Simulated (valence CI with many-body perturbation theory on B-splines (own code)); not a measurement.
**Sensitivity of CI+MBPT for W61+**

Computed by valence CI with perturbative core correlation (CI+MBPT): three valence electrons over a frozen Dirac-Fock core [Ne], radial functions for each j: 6 s, 6 p, 5 d, 3 f, 1 g, with the one-electron correlation potential Σ1, the two-electron term Σ2, the three-electron term Σ3, Breit, model QED; selected CI, second order for the rest, scaled by the run's own slope (own B-spline code, finite nucleus).

No measured spectrum was set against this ion. As an estimate, large intervals hold to a few tenths of a per cent, small ones and those within an open d or f shell to about a per cent.

The reference run has the lowest level (3s^2 3p1/2) J=1/2 and an ionisation energy of 6726.01 eV. Its largest variational space holds 2749 state functions.

Levels are named by their leading jj configuration (3d3/2^4 stands for four electrons in 3d with j = 3/2), which in mixed levels can hold well under half, so a name can repeat and another be missing. Letters in brackets count levels of one name in rising energy.

| Level | Reference (cm⁻¹) | Shift (cm⁻¹) |
| --- | --- | --- |
| (3s 3p1/2^2) J=1/2 | 1350770 | +3417 |
| (3s^2 3p3/2) J=3/2 | 2932100 | +32494 |
| (3s 3p1/2 3p3/2) J=3/2 [a] | 4038090 | +36176 |
| (3s 3p1/2 3p3/2) J=5/2 | 4184880 | +42459 |
| (3s 3p1/2 3p3/2) J=3/2 [b] | 4354840 | +40328 |
| (3s 3p1/2 3p3/2) J=1/2 | 4436210 | +36040 |
| (3s^2 3d3/2) J=3/2 | 4818720 | +46502 |
| (3s^2 3d5/2) J=5/2 | 5409780 | +64111 |
| (3p1/2^2 3p3/2) J=3/2 | 5677880 | +44923 |
| (3s 3p1/2 3d3/2) J=3/2 [a] | 5785610 | +49786 |
| (3s 3p1/2 3d3/2) J=5/2 | 5884120 | +56595 |
| (3s 3p1/2 3d3/2) J=1/2 | 6098040 | +49431 |

The ionisation energy moves by +10.16 eV.

Task: Which of these changes was made?
A. three-electron term on → off
B. correlating orbitals by l 3 3 3 2 1 → 4 4 3 0 0
C. Breit term on → off; QED terms on → off

Result: C. Breit term on → off; QED terms on → off.
